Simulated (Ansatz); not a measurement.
Species: ReCl, net charge 0, quintet state. The spin state was set by rule; other spins were not relaxed. SMILES: [Re][Cl]
Coordinates optimised at B3LYP-D3(BJ)/def2-TZVP (Ansatz, a program for electronic structure):
```
Re
Cl 1 2.2104
```
Charge 0, spin multiplicity 5.

Wanted: atomisation energy (electronic, to ground-state atoms), in eV. Valence correlation only, unless marked. Open shells are spin-unrestricted. Spin-orbit coupling is left out. The frozen core is the preceding noble-gas configuration, with the filled d and f shells of earlier blocks. In def2 rows, elements after Kr have scalar-relativistic effective core potentials. The coupled-cluster limit lacks core correlation, which all-electron functionals hold. CBS(X,Y): correlation extrapolated as X^-3; Hartree-Fock from the larger set.

```tsv
level	program	atomisation energy (eV)
PBE-D4/def2-TZVPD	Ansatz + dftd4	3.47
r2SCANh/def2-TZVPD	Ansatz	3.07
LC-wPBE/def2-TZVPD	Ansatz	3.09
wB97M-V/def2-TZVPD	Ansatz	3.02
B2PLYP-D3(BJ)/def2-TZVPD	Ansatz + dftd3	2.99
B2PLYP-D4/def2-TZVPD	Ansatz + dftd4	2.97
PBE-QIDH/def2-TZVPD	Ansatz	2.91
```

What does CCSD(T)/CBS(def2-TZVPPD,def2-QZVPPD) (Ansatz) give?

2.94 eV
